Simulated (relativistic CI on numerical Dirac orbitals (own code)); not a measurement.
Calculated levels, Bi LII

Calculated at this level of theory: Dirac-Coulomb-Breit CI, KLI orbitals optimised for each configuration, model QED, unscaled Slater integrals (own radial code, finite nucleus).

CI space (outside the closed core [Ar] 3d10): 4s²4p², 4s4p³, 4s²4p4d, 4p⁴, 4s²4d², 4s²4p4f, 4s4p²4d, 4s4p²4f, 4s²4f², 4p²4d², 4p³4d, 4s²4d4f, 4s4p4d², 4p²4f², 4p³4f, 4s4p4d4f. Levels of other configurations are missing.

The lowest level is 4s²4p² ³P0, with 69 % of that term; Hund's rules for 4s²4p² give ³P with J = 0, in agreement.

```
No.    Configuration  Term  J   E (eV)   %  Lifetime (s)       jj configuration (%)
  1           4s²4p²    ³P  0    0.000  69                            4p1/2^2 (100)
  2           4s²4p²    ³P  1  172.606  99      3.11e-08           4p1/2 4p3/2 (99)
  3           4s²4p²    ¹D  2  177.783  64      5.86e-07           4p1/2 4p3/2 (99)
  4       4s4p³(2P°)   ³P°  2  293.121  47      2.78e-11              4s 4p3/2 (97)
  5       4s4p³(2D°)   ³D°  1  311.249  33      1.08e-12              4s 4p3/2 (94)
  6           4s²4p²    ³P  2  354.324  64      1.18e-08               4p3/2^2 (99)
  7          4s²4p4d   ³F°  2  358.213  75      3.90e-11           4p1/2 4d3/2 (99)
  8           4s²4p²    ¹S  0  365.448  68      1.06e-08               4p3/2^2 (99)
  9          4s²4p4d   ³D°  1  381.713  50      2.58e-13           4p1/2 4d3/2 (94)
 10          4s²4p4d   ³P°  2  406.758  44      1.91e-12           4p1/2 4d5/2 (95)
 11          4s²4p4d   ³F°  3  407.855  52      2.66e-12           4p1/2 4d5/2 (97)
 12       4s4p³(2D°)   ³D°  2  461.942  49      1.84e-12      4s 4p1/2 4p3/2^2 (95)
 13       4s4p³(2D°)   ³D°  3  472.385  95      2.59e-12      4s 4p1/2 4p3/2^2 (95)
 14       4s4p³(2P°)   ³P°  0  479.169  95      1.52e-12      4s 4p1/2 4p3/2^2 (95)
 15  4s4p²(1S)<2S>4d    ³D  1  480.087  43      1.18e-11      4s 4p1/2^2 4d3/2 (98)
 16  4s4p²(1S)<2S>4d    ³D  2  484.607  30      1.19e-11      4s 4p1/2^2 4d3/2 (96)
 17       4s4p³(2P°)   ³P°  1  488.424  45      8.91e-13      4s 4p1/2 4p3/2^2 (94)
 18       4s4p³(2D°)   ¹D°  2  490.703  69      5.99e-13      4s 4p1/2 4p3/2^2 (90)
 19       4s4p³(4S°)   ³S°  1  492.864  38      4.38e-13      4s 4p1/2 4p3/2^2 (97)
 20  4s4p²(1S)<2S>4d    ³D  3  525.973  33      2.28e-12      4s 4p1/2^2 4d5/2 (96)
 21  4s4p²(3P)<4P>4d    ³F  2  535.575  28      2.22e-12      4s 4p1/2^2 4d5/2 (94)
 22          4s²4p4d   ³D°  2  550.965  49      2.92e-13           4p3/2 4d3/2 (90)
 23          4s²4p4d   ³P°  1  552.966  55      3.41e-13           4p3/2 4d3/2 (94)
 24          4s²4p4d   ³F°  3  553.136  44      4.02e-13           4p3/2 4d3/2 (94)
 25          4s²4p4d   ³P°  0  553.148  95      3.62e-13           4p3/2 4d3/2 (95)
 26          4s²4p4d   ³F°  4  575.281  99      2.60e-08           4p3/2 4d5/2 (99)
 27          4s²4p4d   ³P°  2  580.737  43      3.73e-12           4p3/2 4d5/2 (94)
 28          4s²4p4d   ³D°  3  597.610  58      8.21e-13           4p3/2 4d5/2 (95)
 29          4s²4p4d   ¹P°  1  600.849  63      1.34e-12           4p3/2 4d5/2 (96)
 30          4s²4p4f    ³G  3  607.794  69      3.76e-12           4p1/2 4f5/2 (94)
 31              4p⁴    ³P  2  610.308  57      7.05e-13               4p3/2^2 (85)
 32          4s²4p4f    ³F  2  615.182  46      2.99e-12           4p1/2 4f5/2 (95)
 33              4p⁴    ¹S  0  619.395  55      7.64e-13               4p3/2^2 (86)
 34          4s²4p4f    ³D  3  623.347  49      3.25e-12           4p1/2 4f7/2 (94)
 35          4s²4p4f    ³G  4  623.486  41      4.85e-12           4p1/2 4f7/2 (94)
 36  4s4p²(3P)<4P>4d    ⁵D  0  641.345  83      7.80e-12  4s 4p1/2 4p3/2 4d3/2 (95)
 37  4s4p²(3P)<4P>4d    ⁵D  1  641.679  53      1.32e-11  4s 4p1/2 4p3/2 4d3/2 (99)
 38  4s4p²(3P)<4P>4d    ⁵F  2  642.537  43      3.04e-12  4s 4p1/2 4p3/2 4d3/2 (94)
 39  4s4p²(3P)<4P>4d    ⁵F  3  646.101  43      1.08e-11  4s 4p1/2 4p3/2 4d3/2 (94)
 40  4s4p²(1D)<2D>4d    ³F  4  656.281  28      1.62e-11  4s 4p1/2 4p3/2 4d3/2 (89)
 41       4s4p³(2P°)   ³P°  2  659.421  49      6.17e-13            4s 4p3/2^3 (95)
 42  4s4p²(3P)<2P>4d    ³F  2  664.625  65      7.77e-13  4s 4p1/2 4p3/2 4d3/2 (89)
 43  4s4p²(3P)<4P>4d    ³D  3  668.868  31      3.83e-13  4s 4p1/2 4p3/2 4d3/2 (86)
 44  4s4p²(1D)<2D>4d    ³P  1  669.932  22      3.90e-13  4s 4p1/2 4p3/2 4d3/2 (96)
 45  4s4p²(1D)<2D>4d    ³D  2  670.687  29      3.21e-13  4s 4p1/2 4p3/2 4d3/2 (92)
 46  4s4p²(3P)<2P>4d    ³D  1  672.852  37      4.54e-13  4s 4p1/2 4p3/2 4d3/2 (95)
 47  4s4p²(1D)<2D>4d    ³G  3  674.856  44      4.77e-13  4s 4p1/2 4p3/2 4d3/2 (93)
 48  4s4p²(3P)<4P>4d    ⁵D  4  676.990  48      1.22e-10  4s 4p1/2 4p3/2 4d5/2 (99)
 49       4s4p³(2P°)   ¹P°  1  677.984  37      3.02e-13            4s 4p3/2^3 (97)
 50  4s4p²(1D)<2D>4d    ³D  1  686.765  51      2.63e-13  4s 4p1/2 4p3/2 4d3/2 (82)
 51  4s4p²(1D)<2D>4d    ³G  5  689.636  58      4.66e-11  4s 4p1/2 4p3/2 4d5/2 (98)
 52  4s4p²(3P)<4P>4d    ³P  2  690.710  37      1.54e-12  4s 4p1/2 4p3/2 4d5/2 (95)
 53  4s4p²(1D)<2D>4d    ³P  0  691.866  76      2.69e-13  4s 4p1/2 4p3/2 4d3/2 (82)
 54  4s4p²(3P)<2P>4d    ³F  2  693.601  34      2.21e-13  4s 4p1/2 4p3/2 4d3/2 (85)
 55  4s4p²(3P)<4P>4d    ³F  3  698.027  41      1.44e-12  4s 4p1/2 4p3/2 4d5/2 (92)
 56  4s4p²(3P)<4P>4d    ³P  1  703.615  42      8.82e-13  4s 4p1/2 4p3/2 4d5/2 (77)
 57  4s4p²(1D)<2D>4d    ³D  3  704.037  58      9.55e-13  4s 4p1/2 4p3/2 4d5/2 (92)
 58  4s4p²(1D)<2D>4d    ¹G  4  706.101  45      2.04e-12  4s 4p1/2 4p3/2 4d5/2 (91)
 59  4s4p²(1D)<2D>4d    ¹D  2  706.241  36      1.22e-12  4s 4p1/2 4p3/2 4d5/2 (86)
 60  4s4p²(3P)<2P>4d    ³D  3  713.050  41      5.37e-13  4s 4p1/2 4p3/2 4d5/2 (94)
 61  4s4p²(3P)<2P>4d    ³F  4  714.377  51      7.36e-13  4s 4p1/2 4p3/2 4d5/2 (91)
 62  4s4p²(3P)<4P>4d    ³D  1  714.968  42      9.88e-13  4s 4p1/2 4p3/2 4d5/2 (94)
 63  4s4p²(1D)<2D>4d    ³P  1  722.518  29      7.89e-13  4s 4p1/2 4p3/2 4d5/2 (95)
 64  4s4p²(3P)<4P>4d    ³P  0  723.640  46      7.68e-13  4s 4p1/2 4p3/2 4d5/2 (87)
 65  4s4p²(1D)<2D>4d    ³D  2  723.908  45      6.06e-13  4s 4p1/2 4p3/2 4d5/2 (93)
 66  4s4p²(1D)<2D>4d    ¹F  3  725.985  41      5.02e-13  4s 4p1/2 4p3/2 4d5/2 (91)
 67  4s4p²(3P)<2P>4d    ³P  2  729.091  39      4.02e-13  4s 4p1/2 4p3/2 4d5/2 (91)
 68  4s4p²(1S)<2S>4f   ³F°  2  733.105  41      1.80e-12      4s 4p1/2^2 4f5/2 (98)
 69  4s4p²(1S)<2S>4f   ³F°  3  733.599  28      2.75e-12      4s 4p1/2^2 4f5/2 (94)
 70  4s4p²(1S)<2S>4f   ³F°  4  745.417  36      3.59e-12      4s 4p1/2^2 4f7/2 (98)
```

Energies count from the lowest computed level; ° marks odd parity; lifetimes are radiative, by E1, M1, E2, M2 decay to levels of this space only. Percentages are summed over parent terms; the parents shown are those of the largest component, closed shells are left out there, and <> holds an intermediate term. Filled j subshells are mostly left out of the jj labels.

The mean weight of the leading LS term, summed over parents, in these 70 levels is 51 %, and that of the leading jj configuration (from the same eigenvectors) 94 %, so jj coupling describes them better and the LS labels are nominal.

At this charge energies of transitions that change n are usually good to better than 1 %, and those within a shell (Δn = 0) to a few per cent.

LS names give the leading component of a level, which can be under half, so a name can repeat, a term be missing and a line seem to break the LS rules.
